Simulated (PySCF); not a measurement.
## Electronic structure of Tl (thallium, neutral) at the UHF level

Configuration: [Xe] 4f14 5d10 6s2 6p1, 2P determinant. Computed with PySCF 2.14 in def2-QZVPPD with the def2 core potential (60 electrons) (8s6p5d4f1g, 88 functions), with scalar relativity through the core potential.

```json
{"Total energy": "-171.515555 hartree", "One-electron energy": "-301.4429 hartree", "Hartree (Coulomb) energy": "143.8952 hartree", "Exchange energy": "-13.9678 hartree", "⟨S²⟩": "0.7593", "⟨L²⟩": "2.027", "Sum of ⟨r⟩": "30.98 bohr", "Sum of ⟨r²⟩": "63.52 bohr²", "Traceless quadrupole moment −½Σ⟨3z² − r²⟩ along its main axis": "-6.98 e·bohr²", "Time after the integrals": "1.1 s of wall time on 1 thread of Neoverse-V2 (shared host)"}
```

| shell | electrons | mean orbital energy (eV) | spread (eV) | rms radius, mean of both spins (bohr) |
| --- | --- | --- | --- | --- |
| 5s α | 1 | -153.56 | 0 | 0.952 |
| 5s β | 1 | -153.55 | 0 | 0.952 |
| 5p β | 3 | -94.365 | 0.286 | 1.09 |
| 5p α | 3 | -94.357 | 0.115 | 1.09 |
| 5d α | 5 | -22.904 | 0.249 | 1.49 |
| 5d β | 5 | -22.848 | 0.398 | 1.49 |
| 6s α | 1 | -12.882 | 0 | 2.77 |
| 6s β | 1 | -11.504 | 0 | 2.77 |
| 6p α | 1 | -5.251 | 0 | 4.12 |

Energies and moments cover only the electrons outside the core potential. Spin-orbit coupling, absent here, splits the open shell strongly.
